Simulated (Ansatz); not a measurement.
`S[SiH](Cl)Cl` + `[CH3]`• → `S[Si](Cl)Cl`• + CH₄ at 400 K and 1 bar (hydrogen abstraction from the Si–H bond).

Isolated molecules relaxed with PBE0-D4/def2-TZVP in Ansatz; ΔE leaves out vibrations. CBS: MP2 limit from def2 TZ/QZ plus the TZ coupled-cluster correction, frozen cores. This one scheme is used for every species. Open shells (•) are unrestricted, without spin–orbit coupling. Each species was taken in one conformer, which may not be the lowest.

```json
{"species": "`S[SiH](Cl)Cl`", "CCSD(T)/CBS energy (Eh)": "-1607.74509", "H − E (kJ/mol)": "85.7", "S (J/(mol·K))": "363.7"}
{"species": "`[CH3]`•", "CCSD(T)/CBS energy (Eh)": "-39.78218", "H − E (kJ/mol)": "92.9", "S (J/(mol·K))": "206.6"}
{"species": "`S[Si](Cl)Cl`•", "CCSD(T)/CBS energy (Eh)": "-1607.09229", "H − E (kJ/mol)": "61.3", "S (J/(mol·K))": "366.1"}
{"species": "CH₄", "CCSD(T)/CBS energy (Eh)": "-40.46206", "H − E (kJ/mol)": "131.3", "S (J/(mol·K))": "197.2"}
```

H − E and S are ideal-gas, rigid-rotor, harmonic terms from PBE0-D4/def2-TZVP, for one conformer and one mirror image of each species, with the whole ground term of open shells counted as degenerate. 1 Eh = 2625.50 kJ/mol, R = 8.31446 J/(mol·K).

Task: By hand: ΔE, ΔH, ΔS and ΔG.

Result: ΔE = (-1607.09229) + (-40.46206) − (-1607.74509) − (-39.78218) = -0.02708 Eh = -71.1 kJ/mol. Δ(H − E) = 61.3 + 131.3 − 85.7 − 92.9 = 14.0, so ΔH = -57.1 kJ/mol. ΔS = 366.1 + 197.2 − 363.7 − 206.6 = -7.0 J/(mol·K). ΔG = -57.1 − 400 × (-7.0)/1000 = -54.3 kJ/mol.

Task: By hand: the equilibrium constant, and the temperature at which ΔG would vanish if ΔH and ΔS stayed fixed.

Result: log₁₀ K = −ΔG/(RT ln 10) = 7.1. ΔG = 0 at ΔH/ΔS = 8157 K, far beyond where these terms or the molecules hold.

The number of gas molecules stays the same, so ΔS is small and ΔH decides. A doubt of 5 kJ/mol in ΔE shifts log₁₀ K by 0.7 here. Other conformers and mirror images would add mixing entropy, several J/(mol·K) or more a flexible species. These are equilibria of isolated gas molecules and say nothing of rates. Largest T1 diagnostic: 0.013 (customary marks: 0.02 for closed shells, 0.045 for open ones).
